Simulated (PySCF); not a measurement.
## From orbital energies to excitation energies

Species: C₄H₁₄AsB.
SMILES: `[BH3-][AsH2+]C(C)(C)C`

Computed with TDDFT PBE0/def2-SVPD, vertical, gas phase, core orbitals frozen in the response in PySCF. Geometry: PBE0-D3(BJ)/def2-SVP; no solvent, vibrations or thermal averaging. Relativistic effects, spin–orbit coupling among them, are left out although an element past zinc is present. Torsions of this conformer, `[BH3-:1][AsH2+:2][C:3]([CH3:4])([CH3:5])[CH3:6]`: B1–As2–C3–C4 60°.

Orbital energies (eV): HOMO-3 -9.47, HOMO-2 -8.29, HOMO-1 -8.28, HOMO -8.00, LUMO -0.05, LUMO+1 0.64, LUMO+2 0.75.

Computed singlets:

| state | E (eV) | f |
| --- | --- | --- |
| S1 | 6.86 | 0.0034 |
| S2 | 7.19 | 0.0010 |
| S3 | 7.19 | 0.021 |
| S4 | 7.42 | 0.0002 |
| S5 | 7.66 | 0.138 |
| S6 | 7.74 | 0.019 |

Question: Which orbital pair leads each of S1, S4 and S5, and how does its energy difference Δε compare with the excitation energy?

Answer: 

| state | leading configuration | weight | Δε (eV) | E (eV) | E − Δε (eV) | f | other configurations |
| --- | --- | --- | --- | --- | --- | --- | --- |
| S1 | HOMO→LUMO | 0.95 | 7.96 | 6.86 | -1.10 | 0.0034 | – |
| S4 | HOMO→LUMO+2 | 0.98 | 8.75 | 7.42 | -1.33 | 0.0002 | – |
| S5 | HOMO→LUMO+1 | 0.60 | 8.64 | 7.66 | -0.97 | 0.138 | H-1→L+1 (22%) |

E − Δε runs from -1.33 to -0.97 eV. By orbital difference alone the order would be S1, S5, S4.

H and L stand for HOMO and LUMO. The other states: S2 7.19 eV, f 0.0010, H-2→L (94%); S3 7.19 eV, f 0.021, H-1→L (83%); S6 7.74 eV, f 0.019, H-1→L+1 (64%), H→L+1 (23%).
